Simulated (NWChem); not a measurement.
All runs are NWChem calculations. System: OPb, charge 0, spin multiplicity 1, at a geometry optimised with PBE/def2-SVP with def2 effective core potentials on Pb. The structure started from a generated list of species. Level: B3LYP/def2-SVPD with def2 effective core potentials on Pb, VWN1-RPA local correlation.

The NWChem input:

```
start mol
memory heap 200 mb stack 900 mb global 1100 mb
geometry units angstroms nocenter noautoz
  Pb     0.000000     0.000000     0.174633
  O      0.000000     0.000000    -1.789987
  symmetry group C2v
end
basis spherical
  * library def2-svpd
end
ecp
  Pb library def2-ecp
end
dft
  xc b3lyp
  semidirect memsize 60000000 filesize 0
  iterations 100
end
property
  dipole
  response 1 0.0
end
task dft property
```

Output (cleaned and shortened):

```
             Northwest Computational Chemistry Package (NWChem) 7.3.0
             --------------------------------------------------------

                                NWChem Input Module
                                -------------------

 Scaling coordinates for geometry "geometry" by  1.889725989
 (inverse scale =  0.529177249)

 Turning off AUTOSYM since
 SYMMETRY directive was detected!

                             Geometry "geometry" -> ""
                             -------------------------

 Output coordinates in angstroms (scale by  1.889725989 to convert to a.u.)

  No.       Tag          Charge          X              Y              Z
 ---- ---------------- ---------- -------------- -------------- --------------
    1 Pb                  82.0000     0.00000000     0.00000000     0.17463300
    2 O                    8.0000     0.00000000     0.00000000    -1.78998700

 Effective nuclear repulsion energy (a.u.)     176.6958879294

            Nuclear Dipole moment (a.u.)
            ----------------------------
        X                 Y               Z
 ---------------- ---------------- ----------------
     0.0000000000     0.0000000000     0.0000188973

      Symmetry information
      --------------------

 Group name             C2v
 Group number             16
 Group order               4
 No. of unique centers     2

      Symmetry unique atoms

     1    2


 Summary of "ao basis" -> "" (spherical)
 ------------------------------------------------------------------------------
       Tag                 Description            Shells   Functions and Types
 ---------------- ------------------------------  ------  ---------------------
 *                         def2-svpd                  on all atoms

                                 NWChem DFT Module
                                 -----------------

 Summary of "ao basis" -> "ao basis" (spherical)
 ------------------------------------------------------------------------------
       Tag                 Description            Shells   Functions and Types
 ---------------- ------------------------------  ------  ---------------------
 Pb                        def2-svpd                12       32   5s4p3d
 O                         def2-svpd                 9       23   4s3p2d

 Summary of "ao basis" -> "ao basis" (spherical)
 ------------------------------------------------------------------------------
       Tag                 Description            Shells   Functions and Types
 ---------------- ------------------------------  ------  ---------------------
 Pb                        def2-svpd                12       32   5s4p3d
 O                         def2-svpd                 9       23   4s3p2d

            General Information
            -------------------
          SCF calculation type: DFT
          Wavefunction type:  closed shell.
          No. of atoms     :     2
          No. of electrons :    30
           Alpha electrons :    15
            Beta electrons :    15
          Charge           :     0
          Spin multiplicity:     1
          Use of symmetry is: off; symmetry adaption is: off
          Maximum number of iterations: 100
          AO basis - number of functions:    55
                     number of shells:    21
          Convergence on energy requested:  1.00D-06
          Convergence on density requested:  1.00D-05
          Convergence on gradient requested:  5.00D-04

              XC Information
              --------------
[...]
    41     -0.161618  2 O  py                40     -0.160361  2 O  px
    10     -0.123807  1 Pb py                 9     -0.122844  1 Pb px

 Vector   17  Occ=0.000000D+00  E=-9.794680D-02
              MO Center=  1.5D-08,  7.7D-09,  1.1D-01, r^2= 3.9D+00
   Bfn.  Coefficient  Atom+Function         Bfn.  Coefficient  Atom+Function
  ----- ------------  ---------------      ----- ------------  ---------------
    15      0.459433  1 Pb px                16     -0.455861  1 Pb py
    12      0.361080  1 Pb px                13     -0.358272  1 Pb py
    37     -0.203601  2 O  px                38      0.202018  2 O  py
    40     -0.161618  2 O  px                41      0.160361  2 O  py
     9     -0.123807  1 Pb px                10      0.122844  1 Pb py

 Vector   18  Occ=0.000000D+00  E=-5.374513D-03
              MO Center=  7.8D-08,  6.9D-08,  9.3D-01, r^2= 5.9D+00
   Bfn.  Coefficient  Atom+Function         Bfn.  Coefficient  Atom+Function
  ----- ------------  ---------------      ----- ------------  ---------------
     4      1.186863  1 Pb s                 17     -1.045322  1 Pb pz
     5     -0.525472  1 Pb s                 45     -0.521753  2 O  pz
    36     -0.459337  2 O  s                 30     -0.310458  1 Pb d  0
    35     -0.293702  2 O  s                 42     -0.276210  2 O  pz
    14     -0.258257  1 Pb pz                39     -0.254203  2 O  pz

 center of mass
 --------------
 x =   0.00000000 y =   0.00000000 z =   0.06487391

 moments of inertia (a.u.)
 ------------------
         204.719065377984           0.000000000000           0.000000000000
           0.000000000000         204.719065377984           0.000000000000
           0.000000000000           0.000000000000           0.000000000000

     Multipole analysis of the density
     ---------------------------------

     L   x y z        total         alpha         beta         nuclear
     -   - - -        -----         -----         ----         -------
     0   0 0 0      0.000000    -15.000000    -15.000000     30.000000

     1   1 0 0      0.000000      0.000000      0.000000      0.000000
     1   0 1 0      0.000000      0.000000      0.000000      0.000000
     1   0 0 1      2.046649     10.923571     10.923571    -19.800492

     2   2 0 0    -22.760115    -11.380058    -11.380058      0.000000
     2   1 1 0     -0.000000     -0.000000     -0.000000      0.000000
     2   1 0 1      0.000001      0.000000      0.000000      0.000000
     2   0 2 0    -22.760115    -11.380058    -11.380058      0.000000
     2   0 1 1      0.000001      0.000000      0.000000      0.000000
     2   0 0 2    -31.959341    -62.945156    -62.945156     93.930971

 *** CALLING NEW AORESP DRIVER FOR CLOSED AND OPEN SHELLS ***
 Entering AOResponse driver routine

--------------------------------------------------------------------------------

          ****************
          *** RESPONSE ***
          ****************

 Response module for NWChem and dynamic CPKS solver

          -----------------------------------------------
          Solving response equations for perturbing field
          -----------------------------------------------

 number of frequencies:     1
 frequency in a.u.:  0.0000000E+00
 Perturbing field: electric
 Using El. Dipole Length Gauge

 Setting up CPKS with frequency omega =      0.00000000 a.u.

 STATIC response

                                NWChem CPHF Module
                                ------------------

  scftype          =     RHF
  nclosed          =       15
  nopen            =        0
  variables        =      600
  # of vectors     =        3
  tolerance        = 0.10D-03
  level shift      = 0.00D+00
  max iterations   =       50
  max subspace     =       30

  int2e_file: Failed to allocate cache ... halving
 SCF residual:    4.5628260510517430E-006

Iterative solution of linear equations
  No. of variables      600
  No. of equations        3
  Maximum subspace       30
        Iterations       50
       Convergence  1.0D-04

   iter   nsub   residual    time
   ----  ------  --------  ---------
     1      3    2.19D+01       2.6
     2      6    6.51D+00       3.4
     3      9    8.09D-01       4.3
     4     12    4.56D-02       5.3
     5     15    1.24D-02       6.2
     6     18    1.72D-03       7.0
     7     21    4.21D-04       7.8
     8     24    6.11D-05       8.6

 Electric Dipole Response Matrix (nonzero elements):

              1        2        3
    1   35.9517   0.0000  -0.0000
    2    0.0000  35.9517  -0.0000
    3   -0.0000  -0.0000  60.5115

 ------------------------------------------
 average:        44.13833 + I       0.00000

 DFT Linear Response polarizability / au
 Frequency  =       0.0000000 / au
 Wavelength = -999999.0000000 / nm
              X              Y              Z
 -----------------------------------------------
 X      35.9517427      0.0000007     -0.0000005
 Y       0.0000007     35.9517427     -0.0000004
 Z      -0.0000005     -0.0000004     60.5115002
 -----------------------------------------------
 Eigenvalues =      35.9517420     35.9517434     60.5115002
 Isotropic   =      44.1383285
 Anisotropic =      24.5597575
 -----------------------------------------------

 Magnetic Dipole Response Matrix (nonzero elements):
 Optical rotation tensor Beta

 *** static G'=0. Use GPRIME input with finite omega
 *** or better ORBETA without GPRIME for small or zero freq.

 zero matrix

 ------------------------------------------
 average:         0.00000 + I       0.00000

 Exiting AOResponse driver routine

          -------------
          Dipole Moment
          -------------

 Center of charge (in au) is the expansion point
         X =       0.0000000 Y =       0.0000000 Z =      -0.6600164

   Dipole moment        2.0466494882 A.U.
             DMX        0.0000002213 DMXEFC        0.0000000000
             DMY        0.0000001971 DMYEFC        0.0000000000
             DMZ        2.0466494882 DMZEFC        0.0000000000
   -EFC- dipole         0.0000000000 A.U.
   Total dipole         2.0466494882 A.U.

   Dipole moment        5.2021034281 Debye(s)
             DMX        0.0000005625 DMXEFC        0.0000000000
             DMY        0.0000005009 DMYEFC        0.0000000000
             DMZ        5.2021034281 DMZEFC        0.0000000000
   -EFC- dipole         0.0000000000 DEBYE(S)
   Total dipole         5.2021034281 DEBYE(S)

 1 a.u. = 2.541766 Debyes

 Task  times  cpu:        8.6s     wall:        8.6s

 Total times  cpu:        8.7s     wall:        8.7s
```
